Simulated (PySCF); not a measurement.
C₄H₅FN₂O.
SMILES with atom numbers: `[F:1][CH2:2][O:3][c:4]1[cH:5][cH:6][n:7][nH:8]1` (hydrogens: H9, H10 on C2; H11 on C5; H12 on C6; H13 on N8)

Geometry (PBE0-D3(BJ)/def2-SVP, Å), atoms numbered from 1 in this order:
```
atom  x, y, z in Å
F1    -2.893   -0.313   -1.646
C2    -1.932   -0.505   -0.732
O3    -0.879    0.346   -1.068
C4     0.183    0.296   -0.257
C5     0.503   -0.447    0.867
C6     1.797    0.022    1.207
N7     2.227    0.956    0.379
N8     1.232    1.110   -0.502
H9    -2.318   -0.253    0.274
H10   -1.594   -1.558   -0.764
H11   -0.092   -1.207    1.366
H12    2.425   -0.299    2.038
H13    1.310    1.774   -1.261
```

Method used: PySCF, PBE0-D3(BJ)/def2-SVP geometry optimisation, gas phase.

Take the most abundant isotopes and a rigid rotor. The values belong to one conformer with, in the numbering `[F:1][CH2:2][O:3][c:4]1[cH:5][cH:6][n:7][nH:8]1`, F1–C2–O3–C4 180°, C2–O3–C4–C5 1°.

(1) Give the principal moments of inertia and the rotational constants in MHz.

(2) What kind of rotor is it?

(3) What does the inertial defect say?

(4) Give the other two planar moments, Paa and Pbb, and the rms extents of the mass along the axes.

(5) Where do the levels up to J = 4 lie, in MHz?

(6) Which types of transition are allowed, and where do some lines up to J = 2 fall?

(7) Estimate the classical rotational partition function at 10 K, 298.15 K and 500 K.

Results:

(1) Ia = 64.38, Ib = 451.07, Ic = 512.11 u·Å²; 505379 MHz·u·Å²/I gives A = 7851, B = 1120, C = 986.9 MHz.

(2) A near-prolate asymmetric top: κ = (2 × 1120 − 7851 − 986.9)/(7851 − 986.9) = -0.96.

(3) Not planar: Δ = Ic − Ia − Ib = -3.34 u·Å². For a rigid frame Δ = −2 Σ m c², so Σ m c² = 1.67 u·Å² lies off the ab plane, practically all of it from hydrogen. The atom farthest from that plane is 0.93 Å away.

(4) Paa = Σ m a² = (Ib + Ic − Ia)/2 = 449.40 and Pbb = Σ m b² = (Ia + Ic − Ib)/2 = 62.71 u·Å². With the mass M = 116.04 u, the rms extents √(P/M) along a, b and c are 1.97, 0.74, 0.12 Å.

(5) Above 0(0,0):
J = 1: 1(0,1) 2107, 1(1,1) 8837, 1(1,0) 8971
J = 2: 2(0,2) 6320, 2(1,2) 12918, 2(1,1) 13319, 2(2,1) 33509, 2(2,0) 33511
J = 3: 3(0,3) 12634, 3(1,3) 19039, 3(1,2) 19840, 3(2,2) 39831, 3(2,1) 39841, 3(3,1) 73817, 3(3,0) 73817
J = 4: 4(0,4) 21043, 4(1,4) 27197, 4(1,3) 28532, 4(2,3) 48259, 4(2,2) 48288, 4(3,2) 82250, 4(3,1) 82250, 4(4,1) 129824, 4(4,0) 129824

(6) The dipole components are |μa| = 1.24 D, |μb| = 1.09 D, |μc| = 0.00 D; the mirror of this Cs structure is the ab plane, so μc vanishes by symmetry (the 0.02 D computed is a residue) and there are no c-type lines. Intensities carry the squares of the components, which stand as 1.00 : 0.78 (a : b). Some lines, for components of 0.1 D or more:

| type | branch | J(Ka,Kc) | MHz | lower level (cm⁻¹) |
| --- | --- | --- | --- | --- |
| a | Q | 2(1,1) ← 2(1,2) | 401 | 0.431 |
| a | R | 1(0,1) ← 0(0,0) | 2107 | 0.000 |
| a | R | 2(1,2) ← 1(1,1) | 4081 | 0.295 |
| a | R | 2(0,2) ← 1(0,1) | 4213 | 0.070 |
| a | R | 2(1,1) ← 1(1,0) | 4348 | 0.299 |
| b | Q | 1(1,0) ← 1(0,1) | 6864 | 0.070 |
| b | Q | 2(1,1) ← 2(0,2) | 6999 | 0.211 |
| b | R | 1(1,1) ← 0(0,0) | 8837 | 0.000 |
| b | R | 2(1,2) ← 1(0,1) | 10811 | 0.070 |
| b | Q | 2(2,0) ← 2(1,1) | 20192 | 0.444 |
| b | Q | 2(2,1) ← 2(1,2) | 20591 | 0.431 |
| b | R | 2(2,1) ← 1(1,0) | 24538 | 0.299 |
| b | R | 2(2,0) ← 1(1,1) | 24674 | 0.295 |

(7) Point group Cs, symmetry number σ = 1; q = (√π/σ)·√((kT/h)³/(ABC)), k/h = 20836.6 MHz/K: 1810 at 10 K, 295000 at 298.15 K, 640000 at 500 K.

Whether it is a minimum is left open (no frequencies). Constants of a rigid frame at the computed geometry: no zero-point averaging, no centrifugal distortion. Quadrupole hyperfine structure (14N) is left out.
